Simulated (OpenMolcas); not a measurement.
Nd2+ among 7 point charges of -0.5 e arranged as a pentagonal bipyramid (D5h), 2.61 Å from the ion, with the axial distance 2.793 Å.
```
   2.6100    0.0000    0.0000  -0.50
   0.8065    2.4823    0.0000  -0.50
  -2.1115    1.5341    0.0000  -0.50
  -2.1115   -1.5341    0.0000  -0.50
   0.8065   -2.4823    0.0000  -0.50
   0.0000    0.0000    2.7927  -0.50
   0.0000    0.0000   -2.7927  -0.50
```

```yaml
Program: OpenMolcas
Method: CASSCF
Basis: ANO-RCC-VDZP [7s6p4d2f1g]
Scalar_Hamiltonian: DKH2, point nucleus
Active_space: 4 electrons in 7 orbitals (4f)
State_averaging: 2S+1 = 5 even, 35 roots (33 in the spin-orbit step); 2S+1 = 3 even, 126 roots kept (CI in the orbitals of an earlier block, 106 in the spin-orbit step); 2S+1 = 1 even, 96 roots kept (CI in the orbitals of an earlier block, 31 in the spin-orbit step)
Spin-orbit_coupling: state interaction with AMFI integrals over the reference wave functions
```

Question: What is the spin-free ground state?

Answer: A state of multiplicity 5, 2-fold in its orbital part, 100 % from free-ion I terms; it has the highest spin that f4 allows.

Question: Where is the first state of the same spin?

Answer: A 2-fold state lies at 20.3 cm-1 above the ground state.

Question: What are the lowest two levels with spin-orbit coupling?

Answer: A 2-fold level with g = 0.00, 0.00, 3.51, then a 2-fold level 4.1 cm-1 above it. Their leading multiplicities are 5 (98 %) and 5 (98 %).

Question: What is χT at 300 K, and how does it compare with the textbook value?

Answer: Hund's rules give f4 the level 5I4 with g = 0.600, so an isolated free-ion multiplet has χT = g² J(J+1) / 8 = 0.900 cm3 K/mol. The computed 1.035 at 300 K differs by +15 %, through the field's splitting, the mixing of terms and any other multiplet in reach.

High states are left out of the spin-orbit mixing, which shifts the levels that they would mix with. Point charges carry no covalency, so the field is a model and not that of real ligands. An unlabelled pair can be two single states that coincide in this model. The first state left out of the spin-orbit step lies near 34000 cm-1 above the lowest spin-free state of the reference (among the parities and spins computed), and the lists stop at four fifths of that energy or lower. No measured value stands beside these numbers.

With an even number of electrons the g values are those of a degenerate or nearly degenerate non-Kramers pair.
